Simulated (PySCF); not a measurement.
A structure optimised at ωB97X-D3(BJ)/def2-SVP, used in a PySCF frequency run:

```
Al
H 1 1.5859
P 1 2.3134 2 120.03
H 3 1.4242 1 95.24 2 -142.39
H 3 1.4246 4 95.59 1 -95.27
P 1 2.3134 2 120.03 3 171.32
H 6 1.4242 1 95.24 2 142.39
H 6 1.4246 7 95.59 1 95.27
```
Charge 0, spin multiplicity 1.

Q: Write its SMILES, formula and point group.

A: [PH2][AlH][PH2], AlH5P2, Cs

Q: What are its rotational constants (standard atomic weights)?

A: 13.044, 1.8713, 1.6733 GHz
